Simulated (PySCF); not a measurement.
Compound: GeH₆O₂Si.
Numbering: `[OH:1][SiH2:2][O:3][GeH3:4]` (hydrogens: H5 on O1; H6, H7 on Si2; H8, H9, H10 on Ge4)

Method: PySCF 2.14.0, PBE0-D3(BJ)/def2-SVP geometry optimisation, gas phase; density fitting, grid level 1; the optimiser is geomeTRIC in internal coordinates, started from a GFN2-xTB structure with every atom displaced at random (about 0.01 Å).

At the end of the run (lengths in Å): O3–Ge4 1.787, Ge4–H8 1.537, O1–H5 0.960, Si2–H6 1.494, Si2–H7 1.494, Ge4–H9 1.536, Ge4–H10 1.538, H6–Si2–H7 109.1°, O3–Si2–H6 110.2°, O3–Ge4–H9 104.7°, H8–Ge4–H9 111.3°, O1–Si2–O3–Ge4 0°.

Question: These geometries were met on the way; a selection of coordinates is given. Order them by energy above the end point, lowest first.
A. O3–Ge4 1.807, Ge4–H8 1.536, O1–H5 0.961, Si2–H6 1.494, Si2–H7 1.494, Ge4–H9 1.534, Ge4–H10 1.536, H6–Si2–H7 109.4°, O3–Si2–H6 110.1°, O3–Ge4–H9 104.1°, H8–Ge4–H9 111.8°, O1–Si2–O3–Ge4 0°
B. O3–Ge4 1.843, Ge4–H8 1.540, O1–H5 0.968, Si2–H6 1.489, Si2–H7 1.490, Ge4–H9 1.539, Ge4–H10 1.539, H6–Si2–H7 110.2°, O3–Si2–H6 109.8°, O3–Ge4–H9 104.3°, H8–Ge4–H9 111.7°, O1–Si2–O3–Ge4 0°
C. O3–Ge4 1.695, Ge4–H8 1.494, O1–H5 0.920, Si2–H6 1.461, Si2–H7 1.466, Ge4–H9 1.512, Ge4–H10 1.520, H6–Si2–H7 114.1°, O3–Si2–H6 107.4°, O3–Ge4–H9 102.2°, H8–Ge4–H9 112.8°, O1–Si2–O3–Ge4 0°

Answer: A (0.006 eV), B (0.043 eV), C (0.252 eV).

```
step  E above end (eV)  rms distance from the end, all atoms (Å)  largest force (eV/Å)  rms shift of all bonds from the end (Å)
   2             0.006                                     0.006                 0.524                                    0.007
   1             0.043                                     0.029                 1.250                                    0.019
   0             0.252                                     0.074                 2.550                                    0.041
```

Rows stand in the order of the answer.
